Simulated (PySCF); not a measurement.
Species: W(NMe)2F2, C₂H₆F₂N₂W (singlet state).
Cartesian coordinates in Å at the PBE0-D3(BJ)/def2-SVP level; atoms count from 1:
```
atom  x, y, z in Å
W1    -1.231    0.014   -0.894
N2    -1.232   -0.021    0.848
C3    -0.730   -0.046    2.176
H4    -0.268    0.919    2.445
H5    -1.546   -0.238    2.892
H6     0.029   -0.836    2.308
N7     0.426    0.023   -1.429
C8     1.843    0.020   -1.363
H9     2.275   -0.167   -2.362
H10    2.227    0.992   -1.008
H11    2.216   -0.765   -0.683
F12   -1.988    1.659   -1.422
F13   -1.991   -1.606   -1.487
```

Computed, not measured: PBE0-D3(BJ)/def2-SVP geometry optimisation, gas phase, def2 core potentials past Kr in PySCF 2.14.0.

Question: Which atoms are bound to W1, and at what distances?

Answer: 4 atoms: N7 1.741 Å, N2 1.742 Å, F13 1.886 Å, F12 1.886 Å. The nearest atom not counted as bound is C8, at 3.11 Å (others tie with it).

Question: List the angles at W1.

Answer: 
```
     angle  degrees  distance of the outer atoms (Å)
F12–W1–F13    119.9                             3.26
  N2–W1–N7    107.9                             2.82
 N2–W1–F12    107.3                             2.92
 N2–W1–F13    107.3                             2.92
 N7–W1–F12    107.0                             2.92
 N7–W1–F13    106.9                             2.91
```

Question: What is the shape at W1?

Answer: Distorted tetrahedral: angles from 106.9° to 119.9°; τ4 = (360° − α − β)/141° = 0.94 with α and β the two widest (0 for a square, 1 for a tetrahedron).

Question: What are the other bond lengths?

Answer: N2–C3, N7–C8 1.419 Å; C3–H4 and 5 like bonds 1.103 Å.

Question: Give some angles away from the centre.

Answer: W1–N2–C3 159.3°.

Point group: Cs (every atom within 0.08 Å of its image). Charge 0, singlet. Whether it is a minimum is left open (no frequencies).

Time: 2.1 min; peak memory 0.56 GiB. Hardware: Arm Neoverse V1, one thread, no GPU, on a shared host. That covers the optimisation of the geometry.
